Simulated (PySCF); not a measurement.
Vertical excitations of a molecule C2H9FSi2 from TDDFT-PBE/def2-SVPD (PySCF), as energy in eV (oscillator strength): 6.43 (0.009), 6.87 (0.008), 6.98 (0.002), 7.20 (0.004), 7.41 (0.001), 7.45 (0.001), 7.55 (0.077), 7.59 (0.007), 7.62 (0.014), 7.82 (0.058). Lowest triplet (TDA): 6.11 eV. The structure is a stationary point at PBE0-D3(BJ)/def2-SVP. One conformer was computed; it need not be the lowest.

**Question.** Which structure fits?
A) C[C@H]([SiH3])[SiH2]F
B) C[C@@H](F)[SiH2][SiH3]
C) FC[SiH2]C[SiH3]
D) F[SiH2]CC[SiH3]

**Answer.** A, C[C@H]([SiH3])[SiH2]F
